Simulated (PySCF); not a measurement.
Eu⁵⁹⁺: ionisation energy

Eu⁵⁹⁺ [He] 2s2 (1S) → Eu⁶⁰⁺ [He] 2s1 (2S), as a difference of total energies. Computed with PySCF 2.14 in an uncontracted even-tempered set (15 s from 37 bohr⁻², ratio 2.5; 7 p from 56 bohr⁻², ratio 2.7; 5 d from 170 bohr⁻², ratio 2.7; 4 f from 250 bohr⁻², ratio 2.7), with no relativity, point nucleus. Correlated levels: nothing frozen; virtual orbitals above 40 to 60 times the deepest correlated orbital energy dropped. The calculations carry no spin-orbit coupling.

```tsv
method	ionisation energy (eV)
UHF	12572.2
MP2 (all electrons)	12583.1
SCS-MP2 (all electrons)	12585.2
CCSD (all electrons)	12592.6
CCSD(T) (all electrons)	12592.7
```

How much does correlation contribute at CCSD(T) (all electrons)?

12592.7 − (12572.2) = 20.5 eV, measured against UHF.

The gap to the reference is mostly relativistic.

For comparison: 13462 ± 7 eV (theoretical estimate listed by NIST; NIST Atomic Spectra Database, ionization energies).
